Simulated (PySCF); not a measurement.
PySCF was given this input:
```python
from pyscf import gto, scf, cc

mol = gto.Mole()
mol.atom = '''
    F     0.00000000    0.00000000    0.00000000
'''
mol.basis = '6-31g*'
mol.charge = -1
mol.verbose = 4
mol.cart = True
mol.build()

mf = scf.RHF(mol)
mf.kernel()

mycc = cc.CCSD(mf)
mycc.kernel()
et = mycc.ccsd_t()
print('E(CCSD(T)) = %.10f' % (mycc.e_tot + et))
```

Task: Give the number of basis functions at the level PySCF with CCSD(T)/6-31G*.

Result: 15

Task: Give the SCF-reference HOMO energy at the level CCSD(T)/6-31G*.

Result: -2.11 eV

Task: Give the total energy at the level CCSD(T)/6-31G*.

Result: -99.5323 Eh

Task: Give the SCF-reference HOMO-LUMO gap at the level CCSD(T)/6-31G*.

Result: 44.22 eV

Task: What MP2 correlation energy does CCSD(T)/6-31G* give?

Result: -0.1780 Eh

Task: Predict the T1 diagnostic from CCSD(T)/6-31G*.

Result: 0.003
